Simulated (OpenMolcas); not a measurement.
**Ni2+ in octahedral coordination: ligands and hosts compared**

| Property | Result |
| --- | --- |
| Program | OpenMolcas 26.06 |
| Method | SS-CASPT2, IPEA 0.25 Eh, imaginary shift 0.1 Eh |
| Active space | 8 electrons in 5 orbitals (3d) |
| Spin-orbit coupling | RASSI with atomic mean-field integrals over the reference wave functions |

Distances were set from a Shannon-type radius of the metal (high-spin where two are listed, low-spin for CN, NH3 and NCH) plus a fixed donor radius (F 1.31, H2O 1.36, S 1.78, O 1.38, Cl 1.76, OH 1.33, NH3 1.42 Å), in hosts weighted 0.65 to 0.35 with the host's distance in the model lattice. Anionic complexes are neutralised by point charges, and hosts are embedded clusters. Ligand basis ANO-RCC-VDZP. States (labels of the rotation group of each site). Energies in cm-1 above the lowest state or level, χT in cm3 K/mol.

```tsv
Ligand or host	R (Å)	Metal basis	Outer charge (e at Å behind ligand)	Ground state	First state of that spin	First gap with spin-orbit (degeneracies)	χT at 300 K	First state of another spin
F	2	ANO-RCC-VDZP	0.67 at 2.4	3A2	3T2 7550	7230 (3, 2)	1.411	1E 14790
H2O	2.05	ANO-RCC-VTZP		3A2	3T2 7730	7470 (3, 2)	1.394	1E 14280
KCdF3	2.053	ANO-RCC-VTZP		3A2	3T2 7590	7280 (3, 2)	1.405	1E 14220
S	2.47	ANO-RCC-VDZP	1.7 at 3.2	3A2	3T2 3700	3330 (3, 2)	1.794	1E 10450
MgO	2.082	ANO-RCC-VTZP		3A2	3T2 10810	10380 (3, 2)	1.273	1E 12820
Cs2NaYCl6	2.509	ANO-RCC-VTZP		3A2	3T2 5200	4860 (3, 2)	1.576	1E 12140
Cl	2.45	ANO-RCC-VDZP	0.67 at 2.8	3A2	3T2 5250	4900 (3, 2)	1.574	1E 12430
OH	2.02	ANO-RCC-VDZP	0.67 at 2.4	2S+1 = 3	7590	1 (1, 2)	1.393	2S+1 = 1: 14080
NH3	2.11	ANO-RCC-VTZP		2S+1 = 3	11250	1 (2, 1)	1.260	2S+1 = 1: 13070
```

The rows also differ in their metal basis and outer charges, so part of each step comes from that.

Roots that are degenerate in the reference are averaged as groups; the widest CASPT2 spread within a group is 840 cm-1 (the 3-fold group of multiplicity 3 near 7730 cm-1 above the lowest state of its run, H2O). Shifts and gaps below about the spread of the groups concerned are not significant. Over all roots computed the reference weight is 0.69 to 0.70 in H2O, 0.72 to 0.73 in KCdF3, 0.57 to 0.63 in S, 0.68 to 0.71 in MgO, 0.66 to 0.67 in Cl, 0.65 to 0.66 in OH, 0.68 to 0.69 in NH3; the roots of lowest weight are the least certain, and an intruder state may touch them. A single d shell leaves out the double-shell effect, which counts most for late 3d ions, where the CASPT2 field can be off either way by tens of per cent. Ligand-to-metal charge-transfer states are missing. With one d shell and no ligand orbital active, 10Dq can be off by tens of per cent for divalent 3d ions, low with halides held by bare charges and at times high in hosts, and the orbital part of g and χT goes as 1/10Dq. Free-ion shares, where given, are those of the reference states; single-state CASPT2 does not remix them. These CASPT2 states fit no ligand-field parameters well, so their order and spin gaps are uncertain (holds for F; H2O; KCdF3; S; MgO; Cs2NaYCl6; Cl). For late 3d ions with one d shell CASPT2 can put B and the spin-flip bands somewhat low as well as high (holds for F; H2O; KCdF3; MgO; Cs2NaYCl6; Cl; OH; NH3). The sulfide ions are held by bare point charges, a crude embedding (holds for S). With oxide or sulfide held by bare charges the field of late divalent 3d ions can come out several times too small, and g and χT far too large (holds for S). With no ligand orbital active B as a rule stays too high, so bands that hang on it stand too high and its fall with covalency is understated (holds for S). No measured value stands beside these numbers; the geometry was imposed, not optimised, and the real ion may take another.

A state without a sure symmetry label is named by its multiplicity alone.
